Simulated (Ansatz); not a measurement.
Start from `CSB(Cl)Cl` and change one element to get `COB(Cl)Cl`.

Ansatz, PBE0-D4/def2-TZVP geometries, multiplicity 1. Each molecule was computed in one conformer, which needn't be the lowest.

```tsv
property	`CSB(Cl)Cl`
HOMO energy (B3LYP/def2-TZVPP) / eV	-7.51
LUMO energy (PBE/def2-TZVPP) / eV	-2.00
HOMO energy (ωB97M-V/def2-TZVPP) / eV	-9.88
LUMO energy (PBE0/def2-TZVPP) / eV	-1.12
HOMO–LUMO gap (ωB97M-V/def2-TZVPP) / eV	10.83
HOMO–LUMO gap (B3LYP/def2-TZVPP) / eV	6.23
```

Question: What does the change do to each property? (An estimate is asked.)

Answer: Computed: 
| property | `COB(Cl)Cl` | shift |
| --- | --- | --- |
| HOMO energy (B3LYP/def2-TZVPP) / eV | -8.60 | -1.09 |
| LUMO energy (PBE/def2-TZVPP) / eV | -1.21 | 0.79 |
| HOMO energy (ωB97M-V/def2-TZVPP) / eV | -11.16 | -1.28 |
| LUMO energy (PBE0/def2-TZVPP) / eV | -0.22 | 0.90 |
| HOMO–LUMO gap (ωB97M-V/def2-TZVPP) / eV | 13.05 | 2.22 |
| HOMO–LUMO gap (B3LYP/def2-TZVPP) / eV | 8.18 | 1.95 |

With PBE0 the HOMO falls by 1.15 eV and the LUMO rises by 0.90 eV, so the gap widens by about 2.05 eV. PBE moves the HOMO by -0.88 eV and ωB97M-V by -1.28 eV.

B3LYP here is the variant with VWN-RPA as its local correlation; programs differ in this.
